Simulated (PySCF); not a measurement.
C₂H₆Cd, SMILES [CH3][Cd][CH3]. Heavy atoms are numbered as in [Cd:1]([CH3:2])[CH3:6]. Hydrogens are named by the atom that carries them.

Geometry optimised at B3LYP-D3(BJ)/def2-SVP. The isomer is the one that the SMILES or the coordinates give; other isomers of the formula were not compared. The def2 effective core potentials stand for the cores of Cd; spin–orbit coupling is left out.

The numbers are results of PySCF with ωB97X/def2-TZVPD, not measurements.

Mulliken values depend strongly on the basis, most of all with diffuse functions as here. ESP charges are fitted to the potential on shells at 1.4 to 2.0 van der Waals radii. Atomic charges (e), one atom of each kind:

| atom | Mulliken | ESP fit |
|---|---|---|
| Cd1 | 0.68 | ___ |
| C2 (CH3) | -0.85 | ___ |
| H on C2 | 0.17 | ___ |

**Question.** Fill in the missing entries. (Estimate from the structure and the level; the computed values follow.)

**Answer.** 
- Cd1, ESP fit: 0.71
- C2 (CH3), ESP fit: -0.94
- H on C2, ESP fit: 0.19
